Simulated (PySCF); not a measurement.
Species: C₇H₁₂O₂.
Numbering: `[CH2:1]=[C:2]1[C@@H:3]([OH:4])[CH2:5][CH2:6][C@H:7]1[O:8][CH3:9]`

NICS = −σ at a ghost point: NICS(0) at the centroid of the ring atoms, NICS(1) 1 Å to either side along the normal of their mean plane, zz for the tensor component along that normal. Level: GIAO PBE0/pcSseg-1 (PySCF, non-relativistic, gas phase) on the GFN2-xTB geometry, one conformer.

Ring bond lengths (Å), with Mayer bond orders in brackets: C2–C3 1.520 (0.96), C3–C5 1.540 (1.01), C5–C6 1.527 (1.03), C6–C7 1.530 (1.03), C7–C2 1.511 (0.94).

What do the NICS probes read (ppm)?

```tsv
ring	type	NICS(0)	NICS(1), two faces	NICS(1)zz, two faces	rms pucker (Å)	centre to ring atoms, mean (Å)
C2–C3–C5–C6–C7	5-membered carbocycle; formal bonds all single	-2.7	-4.5 / -2.6	-4.7 / 0.3	0.17	1.28
```

What do they say, and how far can they be read as aromaticity?

- C2–C3–C5–C6–C7: mean NICS(1)zz -2.2 ppm, near zero. C3, C5, C6, C7 have four or more neighbours; no verdict on aromaticity is drawn. The two faces differ by 5.0 ppm, so no symmetry operation interchanges them.

At the first NICS(1) probe listed for ring C2–C3–C5–C6–C7, 1 Å off the ring, what do the in-plane components average?

The isotropic value is a third of the trace: (3 × -4.5 − (-4.7))/2 = -4.4 ppm.

Give the inner angles of the rings and the Hirshfeld charges of the ring atoms.

- C2–C3–C5–C6–C7: C2 109.1° (-0.011 e), C3 104.5° (+0.042 e), C5 104.8° (-0.082 e), C6 103.4° (-0.077 e), C7 103.1° (+0.039 e); sum 524.9° against 540° for a flat convex ring.
